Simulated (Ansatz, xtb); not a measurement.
C6H4Si: which of two isomers lies lower

We compare X, `C#CC#C[SiH2]C#C`, a singlet, with Y, `C#C[SiH](C#C)C#C`, a singlet. Both are isolated molecules in the gas phase, relaxed with PBE0-D4/def2-SVP.

X (Å):

```
atom    x (Å)    y (Å)    z (Å)
   C  -1.6267   2.5086  -2.5041
   C  -1.0549   2.0105  -1.5525
   C  -0.4117   1.4494  -0.4815
   C   0.1628   0.9467   0.4762
   C   2.3755   1.2804   2.4660
   C   3.2795   2.0023   2.8416
  Si   1.0168   0.1870   1.9070
   H  -2.1312   2.9489  -3.3448
   H   0.0395  -0.0009   3.0155
   H   1.5746  -1.1324   1.4979
   H   4.0789   2.6417   3.1730
```

Y (Å):

```xyz
11

C    -1.9558   -0.0303   -2.9497
C    -1.0745    0.1347   -2.1281
C     1.2463    1.8452   -1.3314
C     1.9120    2.8205   -1.6220
C     1.3091   -1.0991   -0.8081
C     2.0168   -2.0864   -0.7499
Si    0.2391    0.3851   -0.8775
H    -2.7335   -0.1767   -3.6787
H    -0.3831    0.6087    0.4549
H     2.5017    3.6822   -1.8815
H     2.6435   -2.9595   -0.7012
```

Task: Estimate E(Y) − E(X) at the level CCSD(T)/def2-SVP + ΔMP2/def2-TZVPP.

Result: Calculated at CCSD(T)/def2-SVP + ΔMP2/def2-TZVPP: E(Y) − E(X) = −6.7 kcal/mol, so structure Y lies lower.

The same difference at several levels:

```csv
level,geometry,E(Y) − E(X) (kcal/mol),departure from the last row (kcal/mol),"job, with rough time for the two"
GFN2-xTB,GFN2-xTB,+14.4,+21.1,"optimisation, 0.15 s"
HF/STO-3G,GFN2-xTB,−3.9,+2.8,"single point, 0.32 s"
r2SCAN-D4/def2-SVP,GFN2-xTB,+2.2,+9.0,"single point, 4.1 s"
PBE0-D4/def2-SVP,PBE0-D4/def2-SVP,+0.9,+7.6,"optimisation, 25 s"
HF/def2-SVP,PBE0-D4/def2-SVP,−5.7,+1.1,part of the CCSD(T) run
MP2/def2-SVP,PBE0-D4/def2-SVP,−1.9,+4.8,part of the CCSD(T) run
CCSD(T)/def2-SVP,PBE0-D4/def2-SVP,−3.0,+3.8,single point
CCSD(T)/def2-SVP + ΔMP2/def2-TZVPP,PBE0-D4/def2-SVP,−6.7,,"single point, 44 s"
```

As drawn, Y has 1 C–Si, 1 C–H in place of 1 C–C, 1 Si–H.

GFN2-xTB, r2SCAN-D4/def2-SVP, PBE0-D4/def2-SVP put the two in the other order. The largest departure from CCSD(T)/def2-SVP + ΔMP2/def2-TZVPP is that of GFN2-xTB, 21.1 kcal/mol. The last row adds to CCSD(T) the change of the MP2 difference between the two basis sets, here −3.8 kcal/mol, a large step that makes the value less sure.

With thermal terms from frequencies at re-optimised GFN2-xTB minima (ideal gas, soft modes damped towards free rotors, one conformer each, 298.15 K, 1 atm): the zero-point term adds +1.0 kcal/mol; ΔH is −5.6 and ΔG −5.3 kcal/mol.

The correlated steps freeze 11 core orbitals. Programs: Ansatz 0.2.0, xtb 6.7.1; the last row on 2 threads of Arm Neoverse V2 on a shared host.
